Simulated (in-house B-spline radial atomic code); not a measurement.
Configurations of Hg⁺, with energies counted from [Xe] 4f14 5d10 6s1. Computed with an all-electron radial atomic-structure program (B-spline basis): Dirac-Hartree-Fock, average of configuration, Fermi nucleus of rms radius 5.4648 fm. Energies include first-order Breit, QED and recoil terms.

Occupations are held fixed; configurations that lie above the ionisation limit could autoionise.

| configuration | E - E(ref) (eV) | highest orbital | its <r> (bohr) |
| --- | --- | --- | --- |
| [Xe] 4f14 5d10 9s1 | 14.836 | 9s1/2 | 18.16 |
| [Xe] 4f14 5d10 (8f7/2)1 | 15.973 | 8f7/2 | 33.37 |
| [Xe] 4f14 (5d3/2)4 (5d5/2)5 6s1 (8g7/2)1 | 21.854 | 8g7/2 | 42.98 |
| [Xe] 4f14 (5d3/2)3 (5d5/2)6 6s1 (9f7/2)1 | 23.67 | 9f7/2 | 44.34 |
| [Kr] 4d10 4f14 5s2 (5p1/2)1 (5p3/2)4 5d10 (5f7/2)1 6s1 | 97.608 | 5f7/2 | 8.782 |
| [Kr] (4d3/2)4 (4d5/2)5 4f14 5s2 5p6 5d10 6s1 (9p1/2)1 | 376.54 | 9p1/2 | 20.25 |
| [Kr] (4d3/2)3 (4d5/2)6 4f14 5s2 5p6 5d10 6s1 (8p3/2)1 | 395.12 | 8p3/2 | 13.66 |

(1) Order these further configurations by energy, lowest first.
A. [Kr] (4d3/2)3 (4d5/2)6 4f14 5s2 5p6 5d10 6s1 (6g7/2)1
B. [Xe] 4f14 (5d3/2)4 (5d5/2)5 6s2
C. [Xe] (4f5/2)5 (4f7/2)8 5d10 6s1 (8d3/2)1
D. [Kr] (4d3/2)3 (4d5/2)6 4f14 5s2 5p6 5d10 (5f5/2)1 6s1
E. [Xe] 4f14 5d10 (9p1/2)1

(2) How far above the reference does [Xe] 4f14 5d10 (6p3/2)1 lie?

(3) How far above the reference does [Xe] 4f14 5d10 (6g7/2)1 lie?

(4) How far above the reference does [Kr] 4d10 4f14 5s2 (5p1/2)2 (5p3/2)3 5d10 6s1 (10p1/2)1 lie?

Results:

(1) B (4.8397 eV), E (15.159 eV), C (116.46 eV), D (394.6 eV), A (396.52 eV).

(2) 6.8868 eV; its least bound orbital is 6p3/2 with <r> = 3.702 bohr.

(3) 15.581 eV; its least bound orbital is 6g7/2 with <r> = 22 bohr.

(4) 81.582 eV; its least bound orbital is 10p1/2 with <r> = 28.93 bohr.
